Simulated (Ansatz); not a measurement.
One change: `O[Si](O)(Br)Br` becomes `O[Si](Cl)(Br)Br`.

Ansatz, PBE0-D4/def2-TZVP geometries, multiplicity 1. Each molecule was computed in one conformer, which needn't be the lowest.

Scalar relativity is left out up to krypton.

```csv
property,`O[Si](O)(Br)Br`
HOMO–LUMO gap (PBE0/def2-TZVPP) / eV,8.24
HOMO energy (PBE0/def2-TZVPP) / eV,-8.44
HOMO–LUMO gap (PBE/def2-TZVPP) / eV,5.98
size of the dipole moment (PBE/def2-TZVPP) / D,1.86
HOMO–LUMO gap (ωB97M-V/def2-TZVPP) / eV,12.22
HOMO–LUMO gap (B3LYP/def2-TZVPP) / eV,7.65
```

Task: Give the same properties after the change, and the shifts. (Estimate.)

Result: The calculation gave: 
| property | `O[Si](Cl)(Br)Br` | shift |
| --- | --- | --- |
| HOMO–LUMO gap (PBE0/def2-TZVPP) / eV | 7.97 | -0.27 |
| HOMO energy (PBE0/def2-TZVPP) / eV | -8.66 | -0.22 |
| HOMO–LUMO gap (PBE/def2-TZVPP) / eV | 5.73 | -0.25 |
| size of the dipole moment (PBE/def2-TZVPP) / D | 1.48 | -0.38 |
| HOMO–LUMO gap (ωB97M-V/def2-TZVPP) / eV | 12.12 | -0.10 |
| HOMO–LUMO gap (B3LYP/def2-TZVPP) / eV | 7.42 | -0.23 |

With PBE0 the HOMO falls by 0.22 eV and the LUMO falls by 0.49 eV, so the gap narrows by about 0.27 eV. PBE moves the HOMO by -0.23 eV and ωB97M-V by -0.22 eV. The zero-point energy changes by -33.2 kJ/mol with -3 modes. Dipoles are sizes alone; their direction can turn.

B3LYP here is the variant with VWN-RPA as its local correlation; programs differ in this.

Spin–orbit coupling is left out; it splits and shifts lone-pair levels of the heavy atoms by tenths of an eV.
